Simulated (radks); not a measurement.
The numbers below are computed, except where a source is named.
Si3+, 11 electrons, occupied as [Ne] 3s1.

Level of theory: non-relativistic Kohn-Sham, PBE, spin-polarised, spherical densities, point nucleus; open shells are filled with parallel spins first (a radial shooting solver on a logarithmic mesh with Libxc functionals).

Energy parts (eV):
total: -7812.469
kinetic: 7802.538
electron-nucleus: -18226.100
Hartree: 3149.007
exchange-correlation: -537.914

Orbitals (lengths in bohr, moments of r in powers of bohr; r(max) is where P^2 peaks; r(90%) holds 90 % of the orbital's charge):
orbital  occ.  eigenvalue (eV)   r(max)     <r>      <r^4>  r(90%)
1s up       1        -1818.843  0.07297  0.1116  0.0007270   0.199
1s down     1        -1818.666  0.07298  0.1116  0.0007270   0.199
2s up       1        -175.2841   0.4555  0.5682     0.2741   0.895
2s down     1        -174.9563   0.4555  0.5675     0.2715   0.893
2p up       3        -132.1105   0.3875  0.5352     0.2877   0.898
2p down     3        -131.7856   0.3874  0.5340     0.2826   0.895
3s up       1         -40.3168    1.633   1.843      23.11    2.72
3p up       0         -31.6380    1.785   2.039      36.29    3.06

The highest occupied level is 3s up at -40.317 eV. The electron density at the nucleus is 1768 e/bohr^3. Spin moment in Bohr magnetons: 1.
